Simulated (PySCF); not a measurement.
Be(Me)(tBu), SMILES [CH3][Be][C](C)(C)C (C5H12Be) (GFN2-xTB optimised geometry):

```
18

Be    -0.629    -0.107     0.000
C     -2.354    -0.133     0.001
H     -2.787    -1.039    -0.424
H     -2.816     0.678    -0.563
H     -2.800    -0.060     0.994
C      1.120    -0.107     0.000
C      1.724     1.308     0.013
C      1.685    -0.844     1.229
C      1.683    -0.821    -1.244
H      2.816     1.259     0.013
H      1.414     1.860     0.899
H      1.415     1.876    -0.863
H      1.380    -0.356     2.154
H      1.339    -1.876     1.263
H      2.777    -0.856     1.199
H      1.345    -1.855    -1.291
H      1.370    -0.321    -2.159
H      2.776    -0.825    -1.220
```

Level of theory: CAM-B3LYP/def2-SVP (PySCF).

Task: What are the frontier orbital energies and the dipole moment?

Result: HOMO-2 -10.24 eV, HOMO-1 -10.13 eV, HOMO -8.51 eV, LUMO 1.13 eV, LUMO+1 1.15 eV; dipole moment 0.35 D.

Meta-Löwdin charges at CAM-B3LYP/def2-SVP: Be1 1.14, C2 -0.88, H3 0.10, H4 0.10, H5 0.10, C6 -0.44, C7 -0.29, C8 -0.29, C9 -0.29, H10 0.08, H11 0.08, H12 0.08, H13 0.08, H14 0.08, H15 0.08, H16 0.08, H17 0.08, H18 0.08.
